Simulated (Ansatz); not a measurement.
Dissociation curve of SMILES F[SiH3]. The Si1–F5 bond (Si1 also carries H, H, H; F5 carries nothing else) is varied alone, starting from the PBE0/def2-TZVP optimised geometry.

Calculation: unrestricted PBE/6-31G run with Ansatz (a quantum-chemistry and plane-wave program).

The batch members p0 to p7 hold the bond at 1.28, 1.36, 1.42, 1.52, 1.56, 1.60, 1.63, 1.70 Å.

Ansatz input:

Ansatz 0.2 input:
```yaml
# input.yaml
basis:
  gaussian: { orbitals: "6-31g" }
hamiltonian:
  xc: pbe
batch:
  members: [p0.yaml, p1.yaml, p2.yaml, p3.yaml, p4.yaml, p5.yaml, p6.yaml, p7.yaml]

# p4.yaml, one of the 8 members of this batch
crystal:
  periodic: [false, false, false]
  atoms:
    - { symbol: Si, position_ang: [0.0, 0.0, 0.0] }
    - { symbol: H, position_ang: [1.21802164, -0.70322996, -0.46626632] }
    - { symbol: H, position_ang: [-1.21809204, -0.70325292, -0.46599703] }
    - { symbol: H, position_ang: [0.0, 1.40657024, -0.46582961] }
    - { symbol: F, position_ang: [0.0, 0.0, 1.56] }
total_charge: 0
magnetization:
  spin_polarized: true
```

Lines of the output on each member:

```
Member 0: Total energy: -10629.55488818 eV, -390.6289371695 hartree
Member 1: Total energy: -10632.00964286 eV, -390.7191477402 hartree
Member 2: Total energy: -10633.24048642 eV, -390.7643804067 hartree
Member 3: Total energy: -10634.48862072 eV, -390.8102484962 hartree
Member 4: Total energy: -10634.78187802 eV, -390.8210255033 hartree
Member 5: Total energy: -10634.98676695 eV, -390.8285550326 hartree
Member 6: Total energy: -10635.09167451 eV, -390.8324103143 hartree
Member 7: Total energy: -10635.20635959 eV, -390.8366249131 hartree
```

The unrestricted determinant behind UKS-PBE is spin-contaminated at 2.91 to 5.59 Å (<S²> up to 0.8, against 0.00 for a pure singlet).
